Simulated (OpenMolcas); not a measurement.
An atom or ion with 23 electrons was computed by MS-CASPT2, IPEA 0.25 Eh, imaginary shift 0.1 Eh with spin-orbit coupling (OpenMolcas, ANO-RCC-VQZP, DKH2). The lowest levels that the run gave, each within 12 % of the measured value where one is at hand:

```tsv
J	Parity	E (cm-1)	g
5/2	even	0.0	2.002
5/2	even	38420	0.572
7/2	even	38470	0.985
11/2	even	38480	1.273
9/2	even	38490	1.172
5/2	even	42360	1.583
3/2	even	42490	1.703
1/2	even	42630	2.617
7/2	even	46110	1.428
1/2	even	46250	0.050
3/2	even	46370	1.230
5/2	even	46390	1.387
```

Problem. Which ion is it, and what are the configurations and terms?

Solution. Co⁴⁺ (Z = 27, charge +4; active space 5 electrons in 5 orbitals (3d)). J, parity and g give the terms where levels are pure, and mixed ones are named by the computed weights; the size of the splittings, set against known spectra of the 23-electron sequence, gives the charge. In order, with the measured energies in cm-1 (Sugar and Corliss, J. Phys. Chem. Ref. Data 10, 1097 (1981)): 3d5 6S 5/2, 3d5 4G 5/2, 3d5 4G 7/2, 3d5 4G 11/2 (37218), 3d5 4G 9/2, 3d5 4P 5/2 (40753), 3d5 4P 3/2 (40891), 3d5 4P 1/2 (41024), 3d5 4D 7/2 (44709), 3d5 4D 1/2 (44908), 3d5 4D 3/2, 3d5 4D 5/2.

Term energies are means over components that CASPT2 splits; among the terms shown or strongly mixed into the levels shown the widest spread is 200 cm-1 (3d5 4G). Blocks of more than 70 roots (2S+1 = 2 even) ran without multistate coupling. Measured partners are found by configuration, term and J. A level has none where our copy of the source lacks it or the pairing is in doubt (some pairs that miss far off the trend of their configuration count as doubtful), and it then counts in no deviation. Levels of configurations outside the active space are missing.
